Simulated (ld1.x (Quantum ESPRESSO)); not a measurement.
**An all-electron radial function and its pseudo partner (indium)**

Columns: radius, all-electron u(r) and pseudo u(r) of the 5p shell (level -2.52 eV) of indium in the configuration [Kr] 4d10 5s2 5p1; PBE, scalar-relativistic, TM scheme, ld1.x (Quantum ESPRESSO) 7.5.

```
r (bohr)  all-electron   pseudo
   0.138       -0.0124  -0.0023
   0.275       -0.1316  -0.0090
   0.413        0.0082  -0.0205
   0.550        0.1572  -0.0367
   0.688        0.2182  -0.0579
   0.825        0.1961  -0.0841
   0.963        0.1231  -0.1159
   1.100        0.0286  -0.1525
   1.238       -0.0707  -0.1943
   1.375       -0.1637  -0.2398
   1.513       -0.2471  -0.2882
   1.650       -0.3183  -0.3368
   1.788       -0.3782  -0.3842
   1.925       -0.4268  -0.4273
   2.062       -0.4656  -0.4646
   2.200       -0.4959  -0.4951
   2.338       -0.5185  -0.5182
   2.475       -0.5344  -0.5343
   2.613       -0.5446  -0.5446
   2.750       -0.5498  -0.5498
   2.888       -0.5510  -0.5510
   3.025       -0.5486  -0.5486
   3.162       -0.5432  -0.5432
   3.300       -0.5354  -0.5354
   3.438       -0.5255  -0.5255
   3.575       -0.5141  -0.5141
```

How many radial nodes do the two functions have?

The all-electron 5p function has n − l − 1 = 3 (the table is too coarse to show those close to the nucleus); the pseudo-wave has 0, since the states of the same l below it are removed with the core.

At about which radius was the pseudo-wave matched?

2.75 bohr. The columns agree to 0.0005 from 2.34 bohr on; several derivatives are matched, so the curves merge somewhat inside the radius.

Is the pseudo-wave norm-conserving?

Yes: the TM scheme keeps the norm inside the radius equal to the all-electron one, which fixes the energy derivative of the logarithmic derivative at the level.
